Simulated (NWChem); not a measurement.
Species: C2H6AlCl; SMILES [CH3][Al]([CH3])[Cl]

All runs: NWChem. Pople sets run with spherical d functions. The geometry was optimised at B3LYP/6-31G* (spherical d). Ions are spin-unrestricted doublets at the neutral geometry; other ion states weren't tried.

```csv
level,basis functions,"vertical ionisation energy, ΔSCF (eV)",−ε(HOMO) (eV),ΔSCF minus −ε(HOMO) (eV)
B3LYP/STO-3G,34,[?],[?],[?]
B3LYP/3-21G,56,9.91,7.64,2.27
B3LYP/6-31G*,76,9.75,7.53,2.22
B3LYP/6-31+G*,92,9.86,7.71,2.15
B3LYP/6-311G**,124,9.91,7.76,2.15
B3LYP/6-311++G**,146,9.90,7.77,2.13
```

Problem. Some entries are withheld; supply them.

Solution. 
- B3LYP/STO-3G, vertical ionisation energy, ΔSCF (eV): 8.20
- B3LYP/STO-3G, −ε(HOMO) (eV): 5.32
- B3LYP/STO-3G, ΔSCF minus −ε(HOMO) (eV): 2.88
